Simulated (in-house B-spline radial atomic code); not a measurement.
# RPA and G0W0 on BLYP: Sr IX (Sr8+)

Configuration [Ar] 3d10 4s2, mean-field start BLYP. Computed with an all-electron radial atomic-structure program (B-spline basis): all electrons, non-relativistic, point nucleus, each spin shell either full or empty, empty states to l = 9 with an (l + 1/2)⁻⁴ tail; G0W0 by contour deformation at full frequency.

Without relativity these are model numbers: it shifts the levels of so heavy an element strongly and can reorder them.

Command:
```bash
python run_gw.py task.json out
```
Settings (radii: box in bohr, nucleus in fm):
```
Z                        38
electrons                30
configuration            [Ar] 3d10 4s2
hamiltonian              nr
method                   b88,lyp
lmax                     9
spin_polarised           False
box_radius               7.7
intervals                49
ion_configuration        [Ar] 3d10 4s1
```

Run time, properties included: 2.9 s on 1 thread of Intel(R) Xeon(R) 6975P-C, with other jobs on the host.

Energies (hartree):

```csv
term,value
mean-field total,-3115.09324
Hartree-Fock functional on these orbitals,-3113.45528
direct second order,-2.5996
second-order exchange,0.75878
SOSEX correction,0.7007
```

(1) What is the RPA correlation energy, and what remains with SOSEX?

Quasi-particle levels (eV):

```csv
level,occupied,mean field,Σx - vxc,Σc,QP weight,G0W0
4s,yes,-148.32,-5.54,?,?,?
3d,yes,-257.66,-24.09,3.69,0.953,-278.06
3p,yes,-380.42,-36.74,8.28,0.876,-408.87
4p,no,-128.19,9.51,-2.04,0.964,-120.72
```

G0W0 = mean field + (Σx - vxc) + Σc, with Σc (partial-wave tail included) taken at the quasi-particle energy. Only the outer levels were computed. Levels of low weight are left out.

(2) Where does G0W0 put 4s?

(3) What does it cost to remove one electron (to [Ar] 3d10 4s1) by differences of total energies, each species on its own start (correlation terms add to the Hartree-Fock functional)?

Answers

(1) RPA gives -2.3052 hartree (-2.09 eV per electron); RPA + SOSEX gives -1.6045, and the second-order doubles -1.8409 hartree (no singles). SOSEX takes back 30 % of the RPA value.

(2) At -156.65 eV, with Σc = -2.79 eV and a quasi-particle weight of 0.968. The tabulated removal energy is 158.33 ± 0.25 eV (NIST, semi-empirical); the calculation leaves out relativity, Breit and QED terms, and what these don't explain is the method's own error.

(3) BLYP 156.81 eV, Hartree-Fock functional 153.50 eV, + RPA 156.47 eV, + RPA + SOSEX 155.77 eV, + second order 156.76 eV. Tabulated: 158.33 ± 0.25 eV (NIST, semi-empirical); the calculation leaves out relativity, Breit and QED terms, and what these don't explain is the method's own error.
